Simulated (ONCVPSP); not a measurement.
**lanthanum (La): one change to an ONCV potential, before and after**

* Element: La (Z = 57)
* Generator: ONCVPSP 4.0.1
* Type: optimised norm-conserving Vanderbilt (ONCV)
* Functional: PBE
* Relativity: scalar-relativistic
* Frozen core: [Kr] 4d10
* Valence charge: 11
* Reference configuration: 5s2 5p6 5d1 6s1.5 6p0.5
* Partial waves: 5s+6s: rc 2.75 bohr, ncon 5, nbas 9, qcut 4.2 1/bohr, 2 projectors; 5p+6p: rc 3.10 bohr, ncon 4, nbas 8, qcut 3.5 1/bohr, 2 projectors; 5d: rc 2.65 bohr, ncon 4, nbas 8, qcut 3.2 1/bohr, 1 projector; f scattering state at 0.44 Ha: rc 3.30 bohr, ncon 3, nbas 7, qcut 3.7 1/bohr, 3 projectors, debl 2.7 Ha
* Local potential: polynomial inside 2.45 bohr (lpopt 5, dvloc0 0 Ha)
* Core correction: Teter function, fcfact 5.5, rcfact 1.65

In the f channel the program set the typed energies aside and used -0.180, 2.520, 5.220 Ha.

Change: d: rc 3.48.

Cutoffs: the cutoffs (Ha) at which the residual kinetic energy of the hardest occupied pseudo-wave falls to 1 and 0.1 mHa per electron; they do not see the model core or the augmentation charge, which bear on the density cutoff. Errors are all-electron minus pseudo energies relative to the spin-unpolarised reference configuration.

Problem. How do hardness, ghosts and transferability respond?

Solution. The potential gets softer (6.7 Ha and 22 Ha → 6.7 Ha and 8.7 Ha); both files keep a bound ghost (f); of the 3 tests that both files solve, the error grows in 1 and shrinks in 0 by more than 15 % and 0.3 meV (median size 1.8 → 2.0 meV). A larger radius leaves more room for a smooth pseudo-wave, so fewer plane waves are needed.

| quantity | base | changed |
| --- | --- | --- |
| cutoff, loose | 6.7 Ha | 6.7 Ha |
| cutoff, tight | 22 Ha | 8.7 Ha |
| loose cutoff by channel | s 6.7 Ha, p 4.8 Ha, d 5.7 Ha | s 6.7 Ha, p 4.8 Ha, d 4.7 Ha |
| bound ghosts | f | f |
| GHOST(+) flags under 300 eV | s at 145.5 eV | s at 145.5 eV |
| tests with a reliable result | 3 of 4 | 3 of 4 |
| error for 5s2 5p6 5d1 6s2 6p0, meV [ΔE -1.18 eV] | -0.5 | -0.5 |
| error for 5s2 5p6 5d1 6s1 6p0, meV [ΔE 4.79 eV] | -1.8 | -2.0 |
| error for 5s2 5p6 5d1 6s0 6p0, meV [ΔE 15.68 eV] | -17 | -21 |
| s: phases at 2.79 bohr within 0.05 rad from the reference energy up to (Ha; the scan ends near 5) | 3.2 | 3.2 |
| p: phases at 3.14 bohr within 0.05 rad from the reference energy up to (Ha; the scan ends near 5) | 2.8 | 2.8 |
| f: phases at 3.36 bohr within 0.05 rad from the reference energy up to (Ha; the scan ends near 5) | -0.2 | -0.2 |
| rms error of d²Exc/dni dnj with the model core, mHa | 3.03 | 3.04 |

Base: The cutoffs count occupied waves only; projector 3 of the f channel, the hardest unoccupied one, needs 45 Ha at the loose tolerance. Changed file: The cutoffs count occupied waves only; projector 3 of the f channel, the hardest unoccupied one, needs 45 Ha at the loose tolerance. A true bound ghost makes a file unfit for plane-wave use even where its test errors are small: the radial tests pick states by their node count and pass the ghost by.
